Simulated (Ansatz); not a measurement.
Molecule: C3H12Si2 (charge 0, singlet). SMILES: CCC([SiH3])[SiH3]
Coordinates optimised at B3LYP-D3(BJ)/def2-TZVP (Ansatz, a quantum-chemistry and plane-wave program):
```
C
H 1 1.0979
C 1 1.5464 2 108.98
H 3 1.0944 1 109.18 2 -64.40
H 3 1.0945 4 105.90 1 117.43
C 3 1.5273 4 108.78 5 117.32
H 6 1.0915 3 110.91 4 -54.24
H 6 1.0917 7 107.59 3 122.56
H 6 1.0924 7 107.93 8 115.76
Si 1 1.8835 2 105.82 3 -119.48
H 10 1.4820 1 110.90 2 -51.86
H 10 1.4841 11 108.59 1 121.26
H 10 1.4846 11 108.88 12 117.58
Si 1 1.8859 2 106.53 3 122.64
H 14 1.4827 1 112.34 2 -46.69
H 14 1.4833 15 107.87 8 -171.12
H 14 1.4837 15 108.41 16 -117.50
```

Wanted: atomisation energy (electronic, to ground-state atoms); the coupled-cluster value holds the core correlation from cc-pwCVTZ, in kcal/mol. Valence correlation only, unless marked. UHF or UKS for open shells. Spin-orbit coupling is left out. Non-relativistic. CBS marks a two-point X^-3 extrapolation of the correlation energy; Hartree-Fock from the larger set.

Level to compare with: CCSD(T)/CBS(cc-pV(T+d)Z,cc-pV(Q+d)Z) plus the core term (Ansatz), 1428.7 kcal/mol. It is a level with limits of its own, and the differences hold the functionals' basis error too.

Q: Rank these functionals by how close they come to CCSD(T)/CBS(cc-pV(T+d)Z,cc-pV(Q+d)Z), closest first: BLYP/def2-TZVPD (Ansatz); LC-wPBE/def2-TZVPD (Ansatz); B97M-V/def2-TZVPD (Ansatz); CAM-B3LYP/def2-TZVPD (Ansatz).

A: B97M-V/def2-TZVPD (meta-GGA with VV10, 1424.6 kcal/mol, difference -4.1), CAM-B3LYP/def2-TZVPD (range-separated hybrid, 1420.5 kcal/mol, difference -8.2), LC-wPBE/def2-TZVPD (range-separated hybrid, 1413.1 kcal/mol, difference -15.6), BLYP/def2-TZVPD (GGA, 1388.0 kcal/mol, difference -40.7)
